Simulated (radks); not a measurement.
The numbers below are computed, except where a source is named.
Ionisation of neutral iridium, [Xe] 4f14 5d7 6s2, to Ir+, [Xe] 4f14 5d7 6s1, under several functionals. Dirac Kohn-Sham, spin-unpolarised, spherical densities, finite nucleus; open shells fill j = l - 1/2 first; a radial shooting solver on a logarithmic mesh with Libxc functionals. The NIST Atomic Spectra Database gives 8.967 eV (measured). Rank these functionals by the error of their Delta-SCF ionisation energy: HCTH/407; LDA (Slater exchange, Perdew-Wang correlation); exchange-only LDA; AM05.

Answer. From best to worst: exchange-only LDA 9.046 eV (+0.079); AM05 9.822 eV (+0.855); HCTH/407 9.845 eV (+0.878); LDA (Slater exchange, Perdew-Wang correlation) 10.129 eV (+1.162). Spin polarisation and multiplet splitting are left out, so open shells lie too high by an amount that depends on their filling.

Beside tabulated values, note that spin-unpolarised runs miss the spin-polarisation part of the exchange energy of open shells.
